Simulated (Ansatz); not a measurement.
Geometry optimisation, Ansatz, RKS CAM-B3LYP-D4/def2-mTZVP.

Input:

```yaml
crystal:
  periodic: [false, false, false]
  atoms:
    - { symbol: C, position_ang: [-0.83074, 1.07508, 0.49931] }
    - { symbol: "N", position_ang: [-0.25779, 0.3171, 1.29084] }
    - { symbol: Mg, position_ang: [0.86974, -1.14149, 0.67886] }
    - { symbol: O, position_ang: [1.05036, -1.35594, -1.01149] }
    - { symbol: H, position_ang: [-0.78225, 1.03141, -0.59703] }
    - { symbol: H, position_ang: [-1.45215, 1.87847, 0.91086] }
    - { symbol: H, position_ang: [1.40282, -1.80463, -1.77135] }
basis:
  gaussian: { orbitals: def2-mTZVP }
hamiltonian:
  xc: cam_b3lyp
  dispersion: d4
relax:
  f_tol: 0.02
  max_steps: 50
```

Run as:

```bash
$ ansatz run input.yaml --threads 2 --pin off --max-ram 3072MiB --backend cpu --events-out ev --progress --plain --runs-dir out
```

Task: Where does it end, and by what steps?

Result: The forces met the threshold. After 13 steps the energy has fallen by 0.813 eV; H7 moved furthest, 1.39 Å.

```json
{"step": "0", "energy less start (eV)": "0.0000", "largest force component (eV/Å)": "1.488", "accepted": "yes"}
{"step": "1", "energy less start (eV)": "-0.2762", "largest force component (eV/Å)": "0.700", "accepted": "yes"}
{"step": "2", "energy less start (eV)": "-0.4058", "largest force component (eV/Å)": "0.712", "accepted": "yes"}
{"step": "3", "energy less start (eV)": "-0.5118", "largest force component (eV/Å)": "0.465", "accepted": "yes"}
{"step": "4", "energy less start (eV)": "-0.5942", "largest force component (eV/Å)": "0.333", "accepted": "yes"}
{"step": "5", "energy less start (eV)": "-0.6490", "largest force component (eV/Å)": "0.959", "accepted": "yes"}
{"step": "6", "energy less start (eV)": "-0.7314", "largest force component (eV/Å)": "0.185", "accepted": "yes"}
{"step": "7", "energy less start (eV)": "-0.7853", "largest force component (eV/Å)": "0.182", "accepted": "yes"}
{"step": "8", "energy less start (eV)": "-0.8084", "largest force component (eV/Å)": "0.099", "accepted": "yes"}
{"step": "9", "energy less start (eV)": "-0.8071", "largest force component (eV/Å)": "0.525", "accepted": "no"}
{"step": "10", "energy less start (eV)": "-0.8118", "largest force component (eV/Å)": "0.055", "accepted": "yes"}
{"step": "11", "energy less start (eV)": "-0.8125", "largest force component (eV/Å)": "0.081", "accepted": "yes"}
{"step": "12", "energy less start (eV)": "-0.8120", "largest force component (eV/Å)": "0.083", "accepted": "no"}
{"step": "13", "energy less start (eV)": "-0.8130", "largest force component (eV/Å)": "0.009", "accepted": "yes"}
```

```xyz
7
Properties=species:S:1:pos:R:3
C -1.089 1.411 0.728
N -0.337 0.434 0.549
Mg 0.632 -0.818 -0.470
O 1.578 -2.040 -1.386
H -1.544 2.010 -0.083
H -1.367 1.765 1.736
H 2.127 -2.761 -1.074
```

Whether the end is a true minimum wasn't checked by a vibrational analysis.

Time of the run: 19 s on 2 threads of Intel(R) Xeon(R) 6975P-C (Granite Rapids), on a shared host, peak memory 0.19 GiB.
